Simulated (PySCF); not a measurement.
Predicted microwave data (CAM-B3LYP/def2-SVPD in PySCF (dipole) on a GFN2-xTB geometry, gas phase) for one isomer of C3H11FOSi2:

| Property | Result |
| --- | --- |
| Rotational constants | A = 1791, B = 1228, C = 974.8 MHz |
| Dipole components | \|μa\| = 0.49 D, \|μb\| = 1.60 D, \|μc\| = 0.41 D |
| Inertial defect | -175.34 u·Å² |
| κ | -0.38 |

Question: Which structure is it? (One computed conformer of each.)
A. `[CH3:1][CH2:2][C@H:3]([F:4])[SiH2:5][O:6][SiH3:7]` with C1–C2–C3–F4 -65°, C2–C3–Si5–O6 178°, C3–Si5–O6–Si7 -31°
B. `[CH3:1][CH2:2][O:3][Si@H:4]([F:5])[SiH2:6][CH3:7]` with C1–C2–O3–Si4 -78°, C2–O3–Si4–F5 -49°, O3–Si4–Si6–C7 115°
C. `[CH3:1][Si:2]([CH3:3])([CH2:4][F:5])[O:6][SiH3:7]` with C1–Si2–C4–F5 177°, C1–Si2–O6–Si7 177°
D. `[CH3:1][SiH2:2][O:3][Si@H:4]([CH3:5])[CH2:6][F:7]` with O3–Si4–C6–F7 178°
E. `[CH3:1][CH:2]([CH3:3])[SiH2:4][O:5][SiH2:6][F:7]` with C1–C2–Si4–O5 -179°, C2–Si4–O5–Si6 -11°, Si4–O5–Si6–F7 -30°

Answer: C. It is C[Si](C)(CF)O[SiH3], an asymmetric top, point group C1. The candidates at the same level (rigid rotor, commonest isotopes):

```
                 SMILES  A (MHz)  B (MHz)  C (MHz)  μa (D)  μb (D)  μc (D)  Δ (u·Å²)  point group                        rotor
CC[C@H](F)[SiH2]O[SiH3]     3857    785.0    692.3    0.72    0.86    0.80    -44.85           C1  near-prolate asymmetric top
    C[SiH2]O[Si@H](C)CF     2654    880.5    701.9    1.86    0.07    0.33    -44.38           C1               asymmetric top
    C[Si](C)(CF)O[SiH3]     1791     1228    974.8    0.49    1.60    0.41   -175.34           C1               asymmetric top
    CC(C)[SiH2]O[SiH2]F     3059    927.4    809.5    0.73    0.36    0.79    -85.84           C1               asymmetric top
    CCO[Si@H](F)[SiH2]C     3502    846.5    766.5    0.68    0.71    0.01    -82.07           C1  near-prolate asymmetric top
```

`CCO[Si@H](F)[SiH2]C` has A 95 % too high; `CC[C@H](F)[SiH2]O[SiH3]` has A 115 % too high; `C[SiH2]O[Si@H](C)CF` has A 48 % too high; `CC(C)[SiH2]O[SiH2]F` has A 71 % too high. No structure here is proved a minimum.
